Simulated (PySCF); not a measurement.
The same groups moved round the core (styrene fluoro+silyl). Isolated molecules, 0 K electronic values unless said otherwise. One relaxed conformer stands for each flexible species; it need not be the lowest. Strings in code marks are SMILES.

Calculation: PBE-D3(BJ)/def2-TZVP // PBE0-D3(BJ)/def2-SVP (PySCF). Delta-SCF ions had no search for a lower state. Excitations are Tamm–Dancoff values on a coarser integration grid. The basis has no diffuse functions, so Rydberg states are missing or too high.

A: `c1ccc(F)c(C([SiH3])=C)c1` (Si–C–C–C torsion 145°)
B: `FC(=C)c1ccc([SiH3])cc1` (F–C–C–C torsion 5°)
C: `C=Cc1cc([SiH3])ccc1F` (C–C–C–C torsion 3°)
D: `C=Cc1cc(F)ccc1[SiH3]` (C–C–C–C torsion 20°)
E: `C=Cc1ccc([SiH3])cc1F` (C–C–C–C torsion 0°)
F: `C=C(F)c1cccc([SiH3])c1` (F–C–C–C torsion 179°)

Q: Which member has the highest brightest of the four lowest singlets (TDA)?

A: F (5.22 eV); next is C (4.91 eV).
